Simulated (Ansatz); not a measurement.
`[F][InH][SeH]` + `F[SiH]1CC1=S` → `[F][In]([F])[SeH]` + `S=C1C[SiH2]1` at 500 K and 1 bar (redistribution).

Computed with Ansatz on PBE0-D4/def2-TZVP structures; ΔE is electronic, products minus reactants. CCSD(T)/CBS is the MP2 limit (def2-TZVPP, def2-QZVPP) plus CCSD(T) − MP2 in def2-TZVPP, frozen cores. def2 core potentials past Kr. For In, Se outer-core shells are correlated without core-valence functions, which leaves a few kJ/mol of doubt a bond. Scalar relativity is left out up to krypton. Each species was taken in one conformer, which may not be the lowest.

```csv
species,CCSD(T)/CBS energy (Eh),H − E (kJ/mol),S (J/(mol·K))
`[F][InH][SeH]`,-2691.57127,75.0,373.4
`F[SiH]1CC1=S`,-864.53568,153.7,383.3
`[F][In]([F])[SeH]`,-2790.80080,68.0,405.1
`S=C1C[SiH2]1`,-765.27777,162.8,360.0
```

H − E and S are ideal-gas, rigid-rotor, harmonic terms from PBE0-D4/def2-TZVP, for one conformer and one mirror image of each species. 1 Eh = 2625.50 kJ/mol, R = 8.31446 J/(mol·K).

Task: By hand: ΔE, ΔH, ΔS and ΔG.

Result: ΔE = (-2790.80080) + (-765.27777) − (-2691.57127) − (-864.53568) = 0.02838 Eh = 74.5 kJ/mol. Δ(H − E) = 68.0 + 162.8 − 75.0 − 153.7 = 2.1, so ΔH = 76.6 kJ/mol. ΔS = 405.1 + 360.0 − 373.4 − 383.3 = 8.4 J/(mol·K). ΔG = 76.6 − 500 × (8.4)/1000 = 72.4 kJ/mol.

Task: By hand: the equilibrium constant, and the temperature at which ΔG would vanish if ΔH and ΔS stayed fixed.

Result: log₁₀ K = −ΔG/(RT ln 10) = -7.6. ΔG = 0 at ΔH/ΔS = 9119 K, far beyond where these terms or the molecules hold.

The number of gas molecules stays the same, so ΔS is small and ΔH decides. A doubt of 5 kJ/mol in ΔE shifts log₁₀ K by 0.5 here. Other conformers and mirror images would add mixing entropy, several J/(mol·K) or more a flexible species. These are equilibria of isolated gas molecules and say nothing of rates. Largest T1 diagnostic: 0.017 (customary marks: 0.02 for closed shells, 0.045 for open ones).
